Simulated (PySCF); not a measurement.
C5H5ClFO2 (doublet state).
Numbering: `[O:1]=[C:2]([CH:3][O:4][CH2:5][F:6])/[CH:7]=[CH:8]/[Cl:9]` (hydrogens: H10 on C3; H11, H12 on C5; H13 on C7; H14 on C8)

Cartesian coordinates in Å at the GFN2-xTB level; atoms count from 1:
```
atom  x, y, z in Å
O1    -0.0762    0.1691   -1.2236
C2    -0.3433   -0.0577   -0.0308
C3     0.6378   -0.0358    0.9984
O4     1.9321    0.2204    0.8444
C5     2.4557    0.5056   -0.4217
F6     3.7783    0.7152   -0.2282
C7    -1.7060   -0.3719    0.4295
C8    -2.7094   -0.4220   -0.4467
Cl9   -4.3173   -0.7766   -0.0194
H10    0.3896   -0.2353    2.0297
H11    2.3391   -0.3385   -1.1150
H12    2.0215    1.4190   -0.8509
H13   -1.8590   -0.5568    1.4808
H14   -2.5435   -0.2350   -1.4985
```

The hyperfine couplings belong to this conformer and change with its torsions.

Level of theory: PySCF 2.14.0, UKS B3LYP, pcH-1 on C Cl F H O, non-relativistic, mean-field spin-orbit, GIAO. One conformer (not necessarily the lowest) at the GFN2-xTB geometry, without solvent, vibrations or thermal averaging. A GFN2-xTB geometry isn't a minimum of the functional, and hyperfine couplings can be far from their values at a DFT geometry. Stability of the SCF solution: not tested.

Problem. The isotropic 17O couplings are -23.2, -21.1 MHz. Assign them to O1; O4.

Solution. 
```tsv
site	a_iso (MHz)	ρ(0) (bohr⁻³)	position	distance from C3 (Å)	spin population	largest |T| (MHz)
O1	-21.1	+0.0341	2 bonds from C3	2.34	+0.29	90.1
O4	-23.2	+0.0382	1 bond from C3	1.33	+0.15	69.1
```

Problem. Match the computed a_iso(1H) values -40.0, +23.4, -5.3, +1.7 MHz (means over equivalent nuclei) with the sites H10; H11/H12; H13; H14.

Solution. 
| site | a_iso (MHz) | ρ(0) (bohr⁻³) | position | distance from C3 (Å) | bound to | spin population there | largest \|T\| (MHz) |
| --- | --- | --- | --- | --- | --- | --- | --- |
| H10 | -40.0 | -0.0090 | 1 bond from C3 | 1.08 | C3 | +0.56 | 24.5 |
| H11/H12 | +23.4 | +0.0052 | 3 bonds from C3 | 2.73 | C5 | -0.01 | 4.7 |
| H13 | +1.7 | +0.0004 | 3 bonds from C3 | 2.60 | C7 | -0.04 | 5.6 |
| H14 | -5.3 | -0.0012 | 4 bonds from C3 | 4.05 | C8 | +0.08 | 1.6 |

ρ(0) is the spin density at the nucleus and T the dipolar tensor; a_iso includes a spin–orbit part; entries for several nuclei are means. Largest spin populations (Mulliken): C3 (+0.56), O1 (+0.29), O4 (+0.15) and C8 (+0.08). The angles at C3 add up to 360.0°, so it is planar.

The spin density at the nucleus, in bohr⁻³, is negative for C2 (-0.0236), H10 (-0.0090) and C7 (-0.0081), for instance. A restricted open-shell determinant has no negative spin density anywhere; here it arises because α and β orbitals differ (spin polarisation).

The SMILES `O=C([CH]OCF)/C=C/Cl` draws the unpaired electron on C3, whose computed spin population is only +0.56.
